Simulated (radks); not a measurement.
Species: Hf39.6+. Configuration: [He] 2s2 2p(up 3, down 2.4) 3s2 3p6 3d10 4s2 4p3 (fractional occupations, a model configuration). Method: scalar-relativistic Kohn-Sham, PBEsol, spin-polarised, spherical densities, finite nucleus; open shells are filled with parallel spins first (spin-orbit coupling, left out, can overturn this in heavy ions); Fermi nuclear charge, rms radius 5.347 fm; computed with a radial shooting solver on a logarithmic mesh with Libxc functionals. Some entries of the table are withheld. Estimate them.

| orbital | occ. | eigenvalue (Ry) | <r^2> (bohr^2) | <1/r> (bohr^-1) |
|---|---|---|---|---|
| 1s up | 1 | -4943.302 | 0.0004952 | 83.76 |
| 1s down | 1 | -4942.486 | 0.0004951 | 83.77 |
| 2s up | 1 | -961.4972 | 0.007582 | 19.65 |
| 2s down | 1 | -960.5885 | 0.007587 | 19.64 |
| 2p up | 3 | -862.9307 | 0.006214 | 17.93 |
| 2p down | 2.4 | -861.7918 | 0.006221 | 17.92 |
| 3s up | 1 | -316.8074 | 0.04781 | 7.402 |
| 3s down | 1 | -316.4937 | 0.04778 | 7.401 |
| 3p up | 3 | -287.0960 | 0.04785 | 6.884 |
| 3p down | 3 | -286.7383 | 0.04781 | 6.885 |
| 3d up | 5 | -253.0815 | (1) | (2) |
| 3d down | 5 | -252.7276 | (3) | (4) |
| 4s up | 1 | -149.5696 | 0.1899 | 3.586 |
| 4s down | 1 | -148.4557 | 0.1901 | 3.589 |
| 4p up | 3 | -138.3383 | 0.2003 | (5) |
| 4p down | 0 | -137.2239 | 0.2006 | (6) |

Answer. 
(1) 3d up <r^2> (bohr^2): 0.03893
(2) 3d up <1/r> (bohr^-1): 6.532
(3) 3d down <r^2> (bohr^2): 0.03892
(4) 3d down <1/r> (bohr^-1): 6.530
(5) 4p up <1/r> (bohr^-1): 3.375
(6) 4p down <1/r> (bohr^-1): 3.376
